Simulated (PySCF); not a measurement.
**Correlation energy of S (sulfur, neutral)**

[Ne] 3s2 3p3 4s1, high-spin 5S determinant (an excited configuration). All numbers are calculated (PySCF 2.14, scalar relativity by spin-free X2C-1e, in aug-cc-pCVTZ-DK (8s7p5d3f, 75 functions)). Frozen: [Ne]; 6 electrons correlated.

```tsv
level	correlation energy (mhartree)
CCSD	-123.40
(T)	-4.91
CCSD(T)	-128.31
```

Diagnostics: T1 = 0.0083, D1 = 0.0279, largest double amplitude 0.044.

The outer electron is Rydberg-like, and this basis confines it to a smaller radius and binds it less than a complete one would.

Cost of the coupled-cluster step: of the order of 13 core-seconds, for 6 correlated electrons.
